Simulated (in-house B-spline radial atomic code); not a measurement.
Radial electron density of Ar⁴⁺, [Ne] 3s2 3p2. Computed with a B-spline radial code for spherical atoms: scalar-relativistic (X2C) BP86, spin-polarised, spherical fractional occupations, Fermi nucleus of rms radius 3.4274 fm.

Columns: r (bohr), 4πr²n(r) (electrons per bohr), bar.

```
 0.00322   0.5154 #
 0.00385   0.7113 #
 0.00459   0.9728 ##
 0.00549    1.332 ###
 0.00655    1.805 ####
 0.00782    2.432 #####
 0.00934    3.251 #######
  0.0112    4.331 #########
  0.0133    5.615 ############
  0.0159     7.25 ###############
   0.019    9.192 ###################
  0.0227    11.41 ########################
  0.0271    13.81 #############################
  0.0323    16.21 ##################################
  0.0386    18.42 #######################################
  0.0461    20.09 ##########################################
  0.0551    20.92 ############################################
  0.0658    20.69 ############################################
  0.0785    19.43 #########################################
  0.0938    17.47 #####################################
   0.112    15.52 #################################
   0.134     14.4 ##############################
    0.16    14.75 ###############################
   0.191    16.56 ###################################
   0.228    19.04 ########################################
   0.272    20.79 ############################################
   0.325    20.52 ###########################################
   0.388    17.74 #####################################
   0.463    13.21 ############################
   0.553    8.522 ##################
    0.66    5.246 ###########
   0.788    3.909 ########
   0.941    3.874 ########
    1.12    3.966 ########
    1.34    3.415 #######
     1.6    2.296 #####
    1.91    1.164 ##
    2.29   0.4175 #
    2.73    0.108 
    3.26   0.0185 
    3.89 0.002036 
    4.65 0.0001262
```

On this grid the curve has 3 maxima, near 0.0551, 0.272, 1.12 bohr.

The 3s up radial function P(r) = rR(r), positive near the nucleus:

```csv
r (bohr),P
0.00111,0.01937
0.00158,0.02696
0.00226,0.03757
0.00322,0.05192
0.00459,0.07129
0.00655,0.097
0.00934,0.1299
0.0133,0.1701
0.019,0.2157
0.0271,0.2594
0.0386,0.2867
0.0551,0.2735
0.0785,0.1883
0.112,0.007488
0.16,-0.25
0.228,-0.4772
0.325,-0.4929
0.463,-0.1535
0.66,0.4509
0.941,0.9404
1.34,0.9299
1.91,0.5034
2.73,0.1325
3.89,0.01424
```
